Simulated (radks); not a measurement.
Se V, 30 electrons, occupied as [Ne] 3s2 3p5 3d10 4s2 4p1 (not the ground configuration).

Calculated with a radial shooting solver on a logarithmic mesh with Libxc functionals: scalar-relativistic Kohn-Sham, PBEsol, spin-polarised, spherical densities, finite nucleus; open shells are filled with parallel spins first; Fermi nuclear charge, rms radius 4.14 fm.

Energy parts (hartree):
| part | energy |
|---|---|
| total | -2418.55743 |
| kinetic | 2467.95310 |
| electron-nucleus | -5762.64345 |
| Hartree | 959.96443 |
| exchange-correlation | -83.83151 |

Orbitals (lengths in bohr, moments of r in powers of bohr):
| orbital | occ. | eigenvalue (hartree) | <1/r> | <r^2> | <r^4> | <r> |
|---|---|---|---|---|---|---|
| 1s up | 1 | -461.9417 | 34.54 | 0.002619 | 0.00001766 | 0.04410 |
| 1s down | 1 | -461.9083 | 34.54 | 0.002618 | 0.00001766 | 0.04410 |
| 2s up | 1 | -61.59746 | 7.631 | 0.04529 | 0.003549 | 0.1960 |
| 2s down | 1 | -61.57422 | 7.631 | 0.04528 | 0.003545 | 0.1960 |
| 2p up | 3 | -54.53072 | 7.477 | 0.03583 | 0.002577 | 0.1711 |
| 2p down | 3 | -54.49585 | 7.476 | 0.03583 | 0.002575 | 0.1711 |
| 3s up | 1 | -10.27775 | 2.512 | 0.3721 | 0.2191 | 0.5689 |
| 3s down | 1 | -10.20610 | 2.509 | 0.3729 | 0.2200 | 0.5695 |
| 3p up | 3 | -8.05145 | 2.367 | 0.3953 | 0.2629 | 0.5813 |
| 3p down | 2 | -7.98028 | 2.364 | 0.3964 | 0.2644 | 0.5821 |
| 3d up | 5 | -4.35976 | 2.093 | 0.4482 | 0.4224 | 0.6034 |
| 3d down | 5 | -4.29619 | 2.092 | 0.4493 | 0.4243 | 0.6041 |
| 4s up | 1 | -2.45227 | 0.8696 | 2.653 | 10.40 | 1.535 |
| 4s down | 1 | -2.38973 | 0.8707 | 2.662 | 10.53 | 1.536 |
| 4p up | 1 | -1.92258 | 0.7699 | 3.318 | 16.58 | 1.712 |
| 4p down | 0 | -1.86062 | 0.7679 | 3.358 | 17.09 | 1.721 |
| 4d up | 0 | -1.17162 | 0.5864 | 5.638 | 49.47 | 2.221 |
| 4d down | 0 | -1.12004 | 0.5759 | 5.855 | 53.60 | 2.262 |
| 5s up | 0 | -1.00081 | 0.4137 | 11.71 | 190.0 | 3.237 |

The highest occupied level is 4p up at -52.316 eV. The electron density at the nucleus is 4.025e+04 e/bohr^3 (large components only). Spin moment in Bohr magnetons: 2. The spin density at the nucleus is -0.638 e/bohr^3 (1s -1.555, 2s 0.390, 3s 0.822, 4s -0.294). The density falls to 0.001 e/bohr^3 at r = 3.07 bohr. Summed over all electrons, <r^2> = 16.15 bohr^2, which gives a Langevin (diamagnetic) susceptibility term of -12.8 x 10^-6 cm^3/mol.
